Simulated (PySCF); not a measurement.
Deuteron quadrupole couplings in `C=C/C=C\S(=O)(=O)C(F)(F)F`

Species: C₅H₅F₃O₂S.
Cartesian coordinates in Å at the PBE0-D3(BJ)/def2-SVP level; atoms count from 1:
```xyz
16
C5H5F3O2S angstrom
C      2.8537    0.5884   -0.6379
C      1.5899    0.1475   -0.5507
C      1.0829   -0.4332    0.6771
C     -0.1530   -0.8983    0.9419
S     -1.4917   -0.9147   -0.1981
O     -2.4874   -1.8520    0.2898
O     -1.0265   -0.9204   -1.5776
C     -2.2307    0.7816    0.0542
F     -3.3474    0.8703   -0.6381
F     -2.4858    0.9739    1.3384
F     -1.3765    1.7047   -0.3588
H      3.5424    0.5192    0.2102
H      3.2387    1.0305   -1.5597
H      0.9131    0.2119   -1.4052
H      1.8016   -0.5003    1.5035
H     -0.4366   -1.3016    1.9164
```

Level: PBE0/pcSseg-1 (PySCF, non-relativistic); Q(2H) = 0.00286 b; rigid geometry, the same for H and D, with no vibrational averaging.

Task: What are Vzz, η and χzz (234.96 MHz × Q × Vzz) at all hydrogens?

Result: 
```tsv
atom	bonded to	bond length (Å)	Vzz (au)	η	χzz (kHz)
H12	C1	1.095	0.3000	0.05	202
H13	C1	1.092	0.3034	0.04	204
H14	C2	1.092	0.2897	0.08	195
H15	C3	1.097	0.2898	0.06	195
H16	C4	1.092	0.3007	0.11	202
```

Task: A static deuteron (I = 1) shows a doublet split by (3/2)χ, (3/4)χ(1 + η) and (3/4)χ(1 − η) with the field along z, y and x of the gradient. What are these for H12?

Result: With |χ| = 201.6 kHz and η = 0.050: 302, 159 and 144 kHz, to first order and without motion.

Isolated species at its PBE0-D3(BJ)/def2-SVP geometry (one conformer only). The small basis limits the accuracy of the gradients.
